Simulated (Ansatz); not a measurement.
Basis sets compared for tetramethylammonium triiodophenyl difluorosulfonate ester (C12H14F2I3NO5S). Total charge 0; singlet. Geometry PBE-D4/def2-SVP. Ansatz on 2 threads of AMD EPYC 7R13 on a shared host and a share (18 GiB) of an NVIDIA H100 80GB HBM3; times are rough, and most runs start from earlier orbitals.

```xyz
38

C    -0.018    2.245    2.984
N    -0.348    0.808    3.293
C    -1.263    0.728    4.474
C     0.931    0.071    3.597
C    -1.019    0.198    2.086
H     0.524    2.676    3.845
H     0.598    2.253    2.058
H    -0.964    2.792    2.813
H    -2.201    1.265    4.245
H    -1.482   -0.334    4.686
H    -0.769    1.191    5.348
H     1.652    0.211    2.759
H     1.354    0.490    4.528
H     0.694   -0.999    3.734
H    -0.378    0.396    1.206
H    -2.003    0.684    1.954
H    -1.142   -0.887    2.251
O    -0.548   -1.103   -0.861
C     0.609   -1.040   -1.202
O     1.045   -0.932   -2.496
C     0.087   -0.946   -3.492
C    -0.367    0.264   -4.053
I     0.380    2.082   -3.301
C    -1.295    0.256   -5.107
C    -1.765   -0.974   -5.589
I    -3.166   -0.994   -7.180
C    -1.325   -2.193   -5.052
C    -0.397   -2.166   -4.001
I     0.310   -3.989   -3.196
C     1.804   -1.007   -0.251
F     2.855   -1.705   -0.725
F     1.406   -1.570    0.932
S     2.340    0.805    0.107
O     0.995    1.501    0.195
O     3.177    1.183   -1.049
O     3.021    0.688    1.440
H    -1.640    1.204   -5.540
H    -1.693   -3.151   -5.442
```

In the def2 sets I takes a core potential; there is no spin–orbit coupling. Single mean-field runs in def2-SVP, def2-TZVP are fitted with def2-universal-jkfit.

Binding counts from free atoms (C triplet, N quartet, H doublet, O triplet, I doublet, F doublet, S triplet) in the same basis, without a counterpoise term.

```csv
level,functions,energy (Eh),HOMO (eV),LUMO (eV),binding per atom (eV),wall time
PBE-D4/def2-SVP,446,-2385.1566,-5.09,-2.44,4.49,22 s
PBE0-D4/def2-SVP,446,-2385.2725,-6.66,-1.64,4.33,21 s
```

(1) Estimate the rows for PBE-D4/def2-TZVP (with forces), PBE0-D4/def2-TZVP.

Answers

(1) 
```json
{"level": "PBE-D4/def2-TZVP (with forces)", "functions": "891", "energy (Eh)": "-2386.6306", "HOMO (eV)": "-5.49", "LUMO (eV)": "-2.58", "binding per atom (eV)": "4.46", "wall time": "22 s"}
{"level": "PBE0-D4/def2-TZVP", "functions": "891", "energy (Eh)": "-2386.7385", "HOMO (eV)": "-6.75", "LUMO (eV)": "-1.74", "binding per atom (eV)": "4.31", "wall time": "24 s"}
```
